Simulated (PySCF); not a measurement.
Input of a response calculation (the driver script's job line, then coordinates in Å):

```
{"job": {"kind": "uv", "xc": "CAM-B3LYP", "basis": "def2-SVPD", "nstates": 8, "ntriplets": 3}, "charge": 0, "multiplicity": 1}
C      2.186035    -1.207497    -0.621072
C      1.679161    -0.420519     0.125427
C      1.046491     0.539625     1.001752
C     -0.230262     1.145598     0.376156
C     -1.300825     0.111022     0.266695
C     -1.413951    -0.591479    -1.034089
Se    -2.324283    -0.292957     1.654322
H      2.646968    -1.900907    -1.259389
H      1.753964     1.345868     1.213294
H      0.785131     0.051987     1.945931
H     -0.562758     1.953896     1.030700
H      0.012104     1.554106    -0.607426
H     -1.657048     0.121073    -1.824256
H     -2.176856    -1.365045    -1.004619
H     -0.448287    -1.036781    -1.285337
```

Its output, with some lines taken out ([cut]):

```
coarse grid: 58192 points
cycle   1  E = -2634.3766450598  dE =  8.598e-02  |g| = 4.441e-01  |ddm| = 9.553e+00
cycle   2  E = -2634.3397543397  dE =  3.689e-02  |g| = 6.195e-01  |ddm| = 2.169e+00
cycle   3  E = -2634.4390305556  dE = -9.928e-02  |g| = 1.150e-01  |ddm| = 9.411e-01
cycle   4  E = -2634.4419123796  dE = -2.882e-03  |g| = 3.204e-02  |ddm| = 2.591e-01
cycle   5  E = -2634.4421641306  dE = -2.518e-04  |g| = 1.316e-02  |ddm| = 1.269e-01
cycle   6  E = -2634.4422038112  dE = -3.968e-05  |g| = 4.806e-03  |ddm| = 2.786e-02
cycle   7  E = -2634.4422105344  dE = -6.723e-06  |g| = 1.744e-03  |ddm| = 1.247e-02
final grid: 123304 points
cycle   8  E = -2634.4422056216  dE =  8.251e-08  |g| = 2.205e-03  |ddm| = 1.064e-02
cycle   9  E = -2634.4422036723  dE =  1.949e-06  |g| = 3.660e-03  |ddm| = 8.199e-03
cycle  10  E = -2634.4422070913  dE = -3.419e-06  |g| = 2.043e-04  |ddm| = 4.938e-03
cycle  11  E = -2634.4422071065  dE = -1.520e-08  |g| = 1.252e-04  |ddm| = 5.336e-04
cycle  12  E = -2634.4422071139  dE = -7.358e-09  |g| = 6.870e-05  |ddm| = 4.554e-04
cycle  13  E = -2634.4422071158  dE = -1.906e-09  |g| = 1.218e-05  |ddm| = 1.910e-04
cycle  14  E = -2634.4422071159  dE = -1.164e-10  |g| = 4.854e-06  |ddm| = 3.902e-05
converged SCF energy = -2634.4422071159

Static polarisability (au): isotropic 98.508, principal 79.359 91.077 125.089

Singlet excitations
state   eV       nm        f      main configurations
  1   2.1797    568.8   0.00006   H->L 0.99
[cut]
[cut]
  4   5.7891    214.2   0.09231   H->L+1 0.65, H->L+2 0.16
  5   5.8140    213.3   0.00479   H-2->L 0.76, H-4->L 0.09, H-3->L 0.08
  6   5.8259    212.8   0.00452   H->L+2 0.61, H->L+1 0.12
[cut]
[cut]

Triplet excitations (Tamm-Dancoff, eV): 1.7792 2.5077 5.0182
```

Theory: PySCF, TDDFT CAM-B3LYP/def2-SVPD, vertical, gas phase, core orbitals frozen in the response. The structure is a single GFN2-xTB conformer in the gas phase; no vibrational or solvent corrections. The CAM-B3LYP/def2-SVPD calculation is non-relativistic and has no spin–orbit coupling, an omission that weighs most on selenium.

Problem. What stood in the cut lines?

Solution. 
```
  2   4.8187    257.3   0.23872   H-1->L 0.95
  3   5.6062    221.2   0.01396   H-4->L 0.53, H-3->L 0.26, H-2->L 0.18
  7   6.0097    206.3   0.00960   H-3->L 0.60, H-4->L 0.34
  8   6.5915    188.1   0.00177   H->L+4 0.65
```

Problem. What is the polarisability anisotropy, √(½[(α1 − α2)² + (α2 − α3)² + (α3 − α1)²])?

Solution. 41.14 au.

Problem. Give the energy of state 7 in hartree, cm⁻¹ and kJ/mol.

Solution. 0.22085 hartree, 48471 cm⁻¹, 579.8 kJ/mol.

Problem. Give the mean polarisability in Å³.

Solution. 98.51 au × 0.148185 = 14.60 Å³.

Problem. Which species is it?

Solution. `C#CCCC(C)=[Se]` (C6H8Se), point group C1.

The SCF starts on a coarse grid; the energy jumps when the final grid takes over, and dE counts afresh there. H and L stand for HOMO and LUMO.

The values belong to the conformer `[CH:1]#[C:2][CH2:3][CH2:4][C:5]([CH3:6])=[Se:7]`: C2–C3–C4–C5 68°, C3–C4–C5–C6 -95°.
